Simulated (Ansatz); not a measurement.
`[OH][Hf]([F])([F])[F]` + `C[SeH]` → `C[Se][Hf]([OH])([F])[F]` + H–F  (ligand exchange at the Hf–F bond)

Computed with Ansatz on PBE0-D4/def2-TZVP structures; ΔE is electronic, products minus reactants. CCSD(T)/CBS is the MP2 limit (def2-TZVPP, def2-QZVPP) plus CCSD(T) − MP2 in def2-TZVPP, frozen cores. This one scheme is used for every species. Functionals use def2-TZVPP. B3LYP here is the variant with VWN-RPA as its local correlation; programs differ in this. def2 core potentials past Kr. For Hf, Se outer-core shells are correlated without core-valence functions, which leaves a few kJ/mol of doubt a bond. Scalar relativity is left out up to krypton. One conformer a species, not always the lowest.

`[OH][Hf]([F])([F])[F]`:

Cartesian coordinates in Å:
```
O -0.647 -0.054 -1.281
Hf 0.212 0.020 0.414
F -0.101 -1.595 1.377
F 2.091 0.247 0.184
F -0.468 1.483 1.429
H -1.087 -0.100 -2.123
```

`C[SeH]`:

```xyz
6

C     0.073   -0.538    0.061
Se    0.396    1.210   -0.739
H     0.328   -0.527    1.118
H     0.730   -1.232   -0.461
H    -0.961   -0.840   -0.086
H    -0.566    1.928    0.106
```

`C[Se][Hf]([OH])([F])[F]`:

Cartesian coordinates in Å:
```
C -0.496 2.034 0.025
Se -1.029 0.506 1.158
Hf 0.408 -1.167 -0.156
O 0.152 -2.874 0.635
F -0.129 -1.104 -1.986
F 2.224 -0.588 -0.092
H -1.115 2.873 0.337
H 0.552 2.278 0.186
H -0.688 1.825 -1.026
H 0.121 -3.782 0.919
```

H–F:

```xyz
2

F     0.075   -0.240   -0.385
H    -0.075    0.240    0.385
```

Q: Is it downhill or uphill in electronic energy at CCSD(T)/CBS, and by how much? (An estimate is asked.)

A: The calculation gave: Uphill: ΔE = +18.4 kcal/mol.

Q: What do these levels give: PBE0-D4, B3LYP-D4, ωB97X-V, ωB97M-V, PBE, SCS-MP2/def2-QZVPP? (An estimate is asked.)

A: Computed: PBE0-D4 19.3, B3LYP-D4 21.8, ωB97X-V 22.9, ωB97M-V 21.7, PBE 21.4, SCS-MP2/def2-QZVPP 19.7 kcal/mol.

Largest T1 diagnostic among the species: 0.016.

From PBE to PBE0 (25 % exact exchange), in def2-TZVPP and without D4, ΔE moves by −0.9 kcal/mol. In def2-TZVPP, CCSD(T) changes the Hartree–Fock value by −5.3 kcal/mol (the triples alone add −1.1 kcal/mol) and MP2 by −6.9 kcal/mol. The D4 term adds −2.1 kcal/mol with B3LYP and −1.2 kcal/mol with PBE0; it sums over pairs of atoms, weighted by their polarisabilities, and B3LYP, whose exchange is more repulsive, gets the larger term.
